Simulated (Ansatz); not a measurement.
Consider the formal exchange of groups at a Te–C bond: `CCC[TeH]` + `[NH2][AlH][SiH3]` → `[NH2][AlH][SiH2][TeH]` + `CCC`.

Isolated molecules relaxed with PBE0-D4/def2-TZVP in Ansatz; ΔE leaves out vibrations. CBS: MP2 limit from def2 TZ/QZ plus the TZ coupled-cluster correction, frozen cores. def2 core potentials past Kr. For Te outer-core shells are correlated without core-valence functions, which leaves a few kJ/mol of doubt a bond. Each species was taken in one conformer, which may not be the lowest.

`CCC[TeH]`:

```xyz
12

C    -0.736    1.502    0.247
C    -0.675    0.059   -0.231
C     0.674   -0.571    0.054
Te    0.703   -2.613   -0.639
H    -1.711    1.946    0.036
H     0.024    2.113   -0.249
H    -0.565    1.568    1.324
H    -0.881    0.019   -1.306
H    -1.464   -0.522    0.257
H     0.887   -0.587    1.123
H     1.476   -0.042   -0.461
H     2.268   -2.873   -0.157
```

`[NH2][AlH][SiH3]`:

Cartesian coordinates in Å:
```
N -0.820 0.536 -1.720
Al -0.960 0.147 -0.001
Si 1.089 -0.454 1.202
H 0.041 0.529 -2.243
H -1.588 0.797 -2.318
H -2.409 0.215 0.642
H 1.358 0.483 2.332
H 2.289 -0.433 0.316
H 1.000 -1.821 1.792
```

`[NH2][AlH][SiH2][TeH]`:

Cartesian coordinates in Å:
```
N 0.542 0.371 -2.178
Al 0.208 -0.620 -0.755
Si 0.439 0.354 1.459
Te -1.979 0.316 2.177
H 0.367 0.087 -3.129
H 0.897 1.313 -2.157
H -0.358 -2.086 -0.962
H 0.773 1.806 1.485
H 1.294 -0.320 2.475
H -2.184 -1.221 1.585
```

`CCC`:

Z-matrix (Å, degrees):
```
C
C 1 1.519
H 1 1.094 2 111.1
H 1 1.094 2 111.1 3 119.5
H 1 1.093 2 111.7 3 -120.3
C 2 1.519 1 112.7 3 -59.7
H 2 1.095 1 109.5 3 178.2
H 2 1.095 1 109.5 3 62.4
H 6 1.094 2 111.0 1 59.7
H 6 1.093 2 111.7 1 -180.0
H 6 1.094 2 111.1 1 -59.7
```

```json
{"species": "`CCC[TeH]`", "MP2/def2-QZVPP energy (Eh)": "-386.50264"}
{"species": "`[NH2][AlH][SiH3]`", "MP2/def2-QZVPP energy (Eh)": "-589.34153"}
{"species": "`[NH2][AlH][SiH2][TeH]`", "MP2/def2-QZVPP energy (Eh)": "-856.99158"}
{"species": "`CCC`", "MP2/def2-QZVPP energy (Eh)": "-118.89260"}
```

Work out ΔE.

ΔE = (-856.99158) + (-118.89260) − (-386.50264) − (-589.34153) = -0.04001 Eh = -1.09 eV. CCSD(T)/CBS gives -1.06 eV.

Largest T1 diagnostic among the species: 0.013.

From PBE to PBE0 (25 % exact exchange), in def2-TZVPP and without D4, ΔE moves by −0.03 eV.
